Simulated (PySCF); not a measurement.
SMILES Cc1ccccc1C (GFN2-xTB optimised geometry):

```
18

C     -1.461    -2.021    -0.001
C     -0.699    -0.730     0.000
C     -1.375     0.481     0.001
C     -0.691     1.684     0.002
C      0.691     1.684     0.001
C      1.376     0.481     0.000
C      0.699    -0.730     0.000
C      1.461    -2.021     0.001
H     -1.211    -2.616     0.877
H     -1.213    -2.612    -0.882
H     -2.532    -1.835     0.000
H     -2.457     0.483     0.002
H     -1.237     2.616     0.003
H      1.237     2.616     0.000
H      2.457     0.483    -0.001
H      1.210    -2.616    -0.877
H      1.214    -2.612     0.882
H      2.532    -1.836    -0.003
```

Method: CAM-B3LYP/def2-SVP (PySCF).

Problem. What are the frontier orbital energies and the dipole moment?

Solution. HOMO-2 -10.74 eV, HOMO-1 -8.17 eV, HOMO -7.89 eV, LUMO 1.34 eV, LUMO+1 1.40 eV; dipole moment 0.65 D.

Meta-Löwdin charges at CAM-B3LYP/def2-SVP: C1 -0.29, C2 0.02, C3 -0.11, C4 -0.11, C5 -0.11, C6 -0.11, C7 0.02, C8 -0.29, H9 0.10, H10 0.10, H11 0.10, H12 0.10, H13 0.10, H14 0.10, H15 0.10, H16 0.10, H17 0.10, H18 0.10.
